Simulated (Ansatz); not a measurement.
CH$_{6}$OSi$_{2}$, relaxed with RKS PBE0-D4/def2-TZVP in Ansatz 0.2.0 from a PBE-D4/def2-SVP geometry. The force threshold is 0.005 eV/Å; the program also tests the step.

Total charge 0; spin multiplicity 1. The bonds changed during the relaxation, so this is another structure than the one it started from.

Start:

```xyz
10

C    -1.092    0.662   -1.322
Si    0.462   -0.372   -1.037
O     0.771   -0.580    0.575
Si    0.807   -0.498    2.261
H    -0.987    1.674   -0.885
H    -1.959    0.158   -0.840
H    -1.300    0.765   -2.406
H     0.369   -1.730   -1.693
H     2.152   -1.050    2.691
H     0.777    0.970    2.655
```

Question: By how much does the energy fall, and how many steps does the optimiser take? (Estimate.)

Answer: The calculation gave: 8.60 kJ/mol, in 20 steps, 2 of them rejected.

Question: Which bonds change most? (Best estimate.)

Answer: Computed: Si2–O3 from 1.655 to 1.596 Å; C1–Si2 from 1.888 to 1.858 Å; Si2–H8 from 1.511 to 1.487 Å; C1–H7 from 1.109 to 1.092 Å.

Question: Give the relaxed structure. (An estimate is asked.)

Answer: Computed: 
```xyz
10

C    -1.058    0.663   -1.259
Si    0.425   -0.422   -0.988
O     0.793   -0.661    0.547
Si    0.753   -0.523    2.215
H    -0.899    1.664   -0.856
H    -1.915    0.217   -0.739
H    -1.295    0.742   -2.322
H     0.404   -1.700   -1.749
H     2.126   -0.933    2.656
H     0.667    0.952    2.496
```
